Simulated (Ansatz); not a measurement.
Cost and result for the atomization energy of C2H7BTe (11 atoms, 11 bonds).

```
atom    x (Å)    y (Å)    z (Å)
  B1   0.5165  -1.0262   0.7624
  C2   0.2971   0.1015  -0.2684
  C3  -0.8853   0.1405  -1.1990
 Te4  -0.1531   1.1210   1.6571
  H5   1.6096  -1.2504   1.1947
  H6  -0.3981  -1.7666   0.9991
  H7   1.1685   0.6322  -0.6494
  H8  -1.1204   1.1451  -1.5564
  H9  -1.7777  -0.2857  -0.7348
 H10  -0.6538  -0.4796  -2.0720
 H11   1.3968   1.6680   1.8667
```

The species carries charge 0 and has multiplicity 1. Correlated methods include outer-core shells of Te, which these sets cover unevenly. Te: def2 effective core potential. The bonds changed during the relaxation, so this is another structure than the one it started from. All single points use the PBE0-D4/def2-TZVP geometry. Program: Ansatz. All runs use 4 threads of an Arm Neoverse V2 on a shared host. Times are those of one run each, without the atoms' runs, and a repeat can differ threefold. Electronic energies, without spin–orbit coupling; frozen cores. CCSD(T)/CBS adds CCSD(T) − MP2 in def2-TZVPP to the MP2 limit, and its time is that of the two runs behind it. T1 = 0.012. With those shells the extrapolation isn't a true limit. B3LYP takes the VWN-RPA correlation (the form of Gaussian; ORCA's B3LYP/G).

CCSD(T)/CBS is a level of theory with its own doubt, some kJ/mol a heavy atom from the limit and from the frozen cores, so smaller differences don't rank the functionals.

```json
{"level": "PBE-D4/def2-TZVPP (with forces)", "functions": "241", "wall time": "2.4 s"}
{"level": "PBE0-D4/def2-TZVPP", "functions": "241", "wall time": "2.8 s"}
{"level": "B3LYP-D4/def2-TZVPP (with forces)", "functions": "241", "wall time": "4.4 s"}
{"level": "r2SCAN-D4/def2-TZVPP (with forces)", "functions": "241", "wall time": "4.8 s"}
{"level": "B2PLYP/def2-TZVPP", "functions": "241", "wall time": "6 s"}
{"level": "ωB97X-V/def2-TZVPP", "functions": "241", "wall time": "7.5 s"}
{"level": "ωB97M-V/def2-TZVPP (with forces)", "functions": "241", "wall time": "11 s"}
{"level": "MP2/def2-QZVPP", "functions": "463", "wall time": "22 s"}
{"level": "CCSD(T)/def2-TZVPP", "functions": "241", "wall time": "3 min"}
{"level": "CCSD(T)/CBS(def2)", "functions": "–", "wall time": "3.4 min"}
```

Task: What atomization energy does each give, and how far from CCSD(T)/CBS? (An estimate is asked.)

Result: The calculation gave: 
| level | atomization (kJ/mol) | difference from CCSD(T)/CBS | per bond |
| --- | --- | --- | --- |
| PBE-D4/def2-TZVPP (with forces) | 3905.4 | 63.9 | 5.8 |
| PBE0-D4/def2-TZVPP | 3858.0 | 16.5 | 1.5 |
| B3LYP-D4/def2-TZVPP (with forces) | 3842.2 | 0.7 | 0.1 |
| r2SCAN-D4/def2-TZVPP (with forces) | 3850.3 | 8.8 | 0.8 |
| B2PLYP/def2-TZVPP | 3794.2 | -47.3 | -4.3 |
| ωB97X-V/def2-TZVPP | 3832.6 | -8.9 | -0.8 |
| ωB97M-V/def2-TZVPP (with forces) | 3832.2 | -9.3 | -0.8 |
| MP2/def2-QZVPP | 3836.6 | -4.9 | -0.4 |
| CCSD(T)/def2-TZVPP | 3749.0 | -92.5 | -8.4 |
| CCSD(T)/CBS(def2) | 3841.5 | 0.0 | 0.0 |

In def2-TZVPP, CCSD(T) changes the Hartree–Fock value by +893.9 kJ/mol (the triples alone add +55.3 kJ/mol) and MP2 by +927.2 kJ/mol; breaking electron pairs costs correlation energy, which Hartree–Fock lacks. The D4 term adds +39.7 kJ/mol with B3LYP and +20.5 kJ/mol with PBE0; it sums over pairs of atoms, weighted by their polarisabilities, and B3LYP, whose exchange is more repulsive, gets the larger term. From PBE to PBE0 (25 % exact exchange), in def2-TZVPP and without D4, the atomization energy moves by −43.6 kJ/mol: exact exchange takes away binding that semilocal exchange gives to molecules.

Spin–orbit coupling would lower the free Te atoms strongly, and the atomization energy with them, by more than many differences here.
